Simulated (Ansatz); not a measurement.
Steps of a relaxation of CH$_{5}$AlBNO (`B1C[NH][AlH][O]1`) with RKS PBE-D4/def2-SVP.

```sh
$ ansatz run in.yaml --threads 2 --pin off --events-out ev --progress --plain --max-ram 4352MiB
```

```yaml
crystal:
  periodic: [false, false, false]
  atoms:
    - {symbol: B, position_ang: [-1.192400, 0.175700, -0.542300]}
    - {symbol: C, position_ang: [-0.432600, -0.857700, 0.327800]}
    - {symbol: N, position_ang: [0.675100, -0.190100, 0.957100]}
    - {symbol: Al, position_ang: [0.995100, 1.316700, -0.163200]}
    - {symbol: O, position_ang: [-0.471700, 1.214400, -1.321700]}
    - {symbol: H, position_ang: [-2.304700, 0.549900, -0.144600]}
    - {symbol: H, position_ang: [-0.059600, -1.679700, -0.329600]}
    - {symbol: H, position_ang: [-1.058000, -1.258400, 1.102600]}
    - {symbol: H, position_ang: [1.560100, -0.777200, 0.907600]}
    - {symbol: H, position_ang: [2.371800, 1.455400, -0.790800]}
basis:
  gaussian: {orbitals: def2-SVP}
hamiltonian: {xc: pbe, dispersion: d4}
relax: {f_tol: 0.03, max_steps: 200}
```

Positions (Å) and forces (eV/Å) along the path, 9 of 9 steps:

```xyz
10
step=1 energy=-11913.3796 eV
B    -1.192    0.176   -0.542   -0.111    3.662   -0.764
C    -0.433   -0.858    0.328    0.428   -0.673   -0.799
N     0.675   -0.190    0.957    2.970    1.413   -0.834
Al    0.995    1.317   -0.163   -1.793   -2.325   -0.728
O    -0.472    1.214   -1.322    0.065   -1.990    2.894
H    -2.305    0.550   -0.145   -0.266   -0.481   -0.840
H    -0.060   -1.680   -0.330   -0.248   -0.287    0.050
H    -1.058   -1.258    1.103   -1.113   -0.888    0.602
H     1.560   -0.777    0.908   -0.974    0.714    0.564
H     2.372    1.455   -0.791    1.041    0.855   -0.145
10
step=2 energy=-11914.4157 eV
B    -1.229    0.265   -0.441   -0.366    1.557   -1.380
C    -0.436   -0.856    0.344    0.062   -0.006    0.148
N     0.737   -0.187    0.928    1.500    0.676   -0.951
Al    1.069    1.202   -0.262   -0.688   -1.266   -0.592
O    -0.484    1.193   -1.243   -0.001   -1.017    2.308
H    -2.452    0.502   -0.263    0.579   -0.303   -0.396
H    -0.121   -1.683   -0.344   -0.309    0.028   -0.024
H    -1.077   -1.297    1.121   -0.259   -0.343    0.298
H     1.582   -0.796    0.974   -0.537    0.188    0.466
H     2.493    1.606   -0.811    0.020    0.487    0.124
10
step=3 energy=-11914.9305 eV
B    -1.257    0.280   -0.459   -0.412    0.730    0.157
C    -0.446   -0.843    0.366    0.018    0.029    0.171
N     0.806   -0.191    0.866    0.476   -0.629   -0.674
Al    1.146    1.064   -0.376    0.024    0.527   -0.425
O    -0.511    1.257   -1.087    0.375   -0.496    0.558
H    -2.500    0.441   -0.377    0.593   -0.337   -0.371
H    -0.210   -1.695   -0.331   -0.186    0.043    0.088
H    -1.082   -1.288    1.171    0.192    0.147    0.011
H     1.588   -0.844    1.055   -0.486    0.100    0.327
H     2.549    1.769   -0.825   -0.595   -0.114    0.159
10
step=4 energy=-11915.2375 eV
B    -1.248    0.300   -0.461    0.254   -0.060    0.243
C    -0.450   -0.825    0.378    0.163   -0.047    0.375
N     0.900   -0.287    0.734   -0.153   -0.339   -0.711
Al    1.174    1.095   -0.386    0.211   -0.048    0.051
O    -0.484    1.283   -1.027    0.047    0.036    0.150
H    -2.468    0.336   -0.518   -0.008   -0.064   -0.236
H    -0.359   -1.747   -0.276   -0.223    0.272    0.307
H    -1.041   -1.134    1.292    0.238    0.075   -0.386
H     1.569   -0.997    1.060   -0.180    0.248    0.108
H     2.491    1.925   -0.793   -0.349   -0.074    0.097
10
step=5 energy=-11915.3632 eV
B    -1.229    0.305   -0.450   -0.104    0.036    0.074
C    -0.456   -0.812    0.410    0.420   -0.140   -0.136
N     0.946   -0.369    0.623   -0.250    0.033   -0.292
Al    1.196    1.086   -0.385    0.021    0.086    0.132
O    -0.489    1.357   -0.906    0.050   -0.122   -0.020
H    -2.433    0.243   -0.692    0.152   -0.019    0.003
H    -0.468   -1.767   -0.191   -0.234    0.141    0.193
H    -1.024   -1.035    1.352    0.189    0.038   -0.097
H     1.597   -1.048    1.023   -0.145    0.005    0.096
H     2.443    1.990   -0.783   -0.099   -0.058    0.048
10
step=6 energy=-11915.4109 eV
B    -1.218    0.293   -0.466    0.008   -0.052    0.035
C    -0.435   -0.819    0.388   -0.121    0.084   -0.072
N     0.975   -0.430    0.501   -0.054   -0.095    0.028
Al    1.198    1.099   -0.380    0.013    0.069   -0.041
O    -0.483    1.346   -0.923    0.051   -0.019    0.019
H    -2.415    0.212   -0.706    0.003    0.024   -0.013
H    -0.579   -1.808   -0.117    0.009   -0.017    0.016
H    -0.946   -0.928    1.378    0.027   -0.008    0.003
H     1.566   -1.075    1.023    0.099    0.039    0.007
H     2.420    2.059   -0.694   -0.035   -0.025    0.018
10
step=7 energy=-11915.4127 eV
B    -1.220    0.290   -0.468    0.036    0.020    0.002
C    -0.440   -0.820    0.386   -0.010   -0.033    0.012
N     0.974   -0.438    0.491    0.007   -0.002    0.005
Al    1.199    1.098   -0.381   -0.013   -0.001   -0.006
O    -0.480    1.341   -0.925   -0.016   -0.013    0.001
H    -2.417    0.220   -0.713    0.009    0.000    0.003
H    -0.587   -1.815   -0.106   -0.002    0.006    0.009
H    -0.939   -0.922    1.383   -0.002   -0.001   -0.012
H     1.580   -1.068    1.017   -0.020    0.014   -0.015
H     2.415    2.062   -0.680    0.011    0.007    0.001
10
step=8 energy=-11915.4127 eV rejected
B    -1.219    0.289   -0.468   -0.003   -0.017    0.009
C    -0.442   -0.823    0.387    0.018    0.048   -0.024
N     0.972   -0.436    0.489    0.009   -0.035    0.023
Al    1.200    1.099   -0.383   -0.003    0.000   -0.001
O    -0.479    1.339   -0.926   -0.020    0.011   -0.012
H    -2.416    0.221   -0.711   -0.002    0.004   -0.003
H    -0.589   -1.819   -0.104    0.001    0.001    0.004
H    -0.941   -0.922    1.384    0.003   -0.003   -0.002
H     1.579   -1.066    1.013    0.002   -0.003    0.002
H     2.418    2.065   -0.677   -0.006   -0.006    0.003
10
step=9 energy=-11915.4128 eV
B    -1.219    0.290   -0.468    0.002   -0.006   -0.003
C    -0.440   -0.821    0.386   -0.001    0.000    0.001
N     0.973   -0.437    0.490   -0.011    0.018   -0.014
Al    1.199    1.098   -0.383   -0.002   -0.003    0.001
O    -0.480    1.340   -0.927    0.001    0.002    0.001
H    -2.416    0.221   -0.712    0.000    0.000    0.003
H    -0.588   -1.816   -0.105   -0.001    0.001    0.000
H    -0.940   -0.922    1.383   -0.002    0.001    0.001
H     1.579   -1.067    1.015    0.012   -0.014    0.010
H     2.416    2.063   -0.678    0.002    0.001    0.000
```

Run time 24 s (2 threads of an Arm Neoverse V1 on a shared host); peak host memory 0.18 GiB.
